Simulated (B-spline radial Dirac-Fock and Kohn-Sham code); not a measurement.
**Atomic SCF run for Hf**

ΔSCF core binding energies without Breit or QED terms, calculated with a radial atomic solver. Keys: rel is the Hamiltonian (dirac, or spin-free x2c and nr, where L3 and M5 stand for the whole 2p and 3d shells), method is hf or an exchange,correlation pair (spin-unpolarised, also for the hole states), nuc the nuclear model, radius_factor scales its radius, rmax is the box in bohr, h the logarithmic mesh step, order the B-spline order, points the quadrature points per cell, c_factor scales the speed of light, and damp, ndamp, maxit and tol steer the iteration. The run stops when the commutator error falls below 10·tol·max(1, Z/10), or the numerical noise floor, and the energy has settled to about 1e-8 Ha; the virial ratio is −V/T.

Input (task.json):

```json
{"items": [{"Z": 72, "q": 0, "cfg": [[1, 0, 2], [2, 0, 2], [2, 1, 6], [3, 0, 2], [3, 1, 6], [3, 2, 10], [4, 0, 2], [4, 1, 6], [4, 2, 10], [4, 3, 14], [5, 0, 2], [5, 1, 6], [5, 2, 2], [6, 0, 2]], "A": 180, "rrms": 5.347, "do": "settings", "holes": ["K", "L3", "M5"],
  "settings": [{"rel": "dirac", "method": "lda,xyz", "nuc": "fermi", "radius_factor": 1.0, "rmax": 45.0, "h": 0.3, "order": 8, "points": 10, "c_factor": 1.0, "maxit": 89, "damp": 0.5, "ndamp": 3, "tol": 1e-08}]}]}
```

Command: `python xray2_run.py task.json out`

The program stops without a result: KeyError: "LibXCFunctional: name 'XYZ' not found.".

**Question.** One setting is unsound. Which, and why?

**Answer.** method names a functional that the program does not serve. With the default settings (Dirac Hartree-Fock): The ground state converged in 12 iterations, with total energy -15088.73592 Ha, virial ratio 1.89451 and highest orbital energy -6.41 eV. ΔSCF binding energies: K (1s) 65665.2 eV, L3 (2p3/2) 9591.6 eV, M5 (3d5/2) 1670.1 eV.
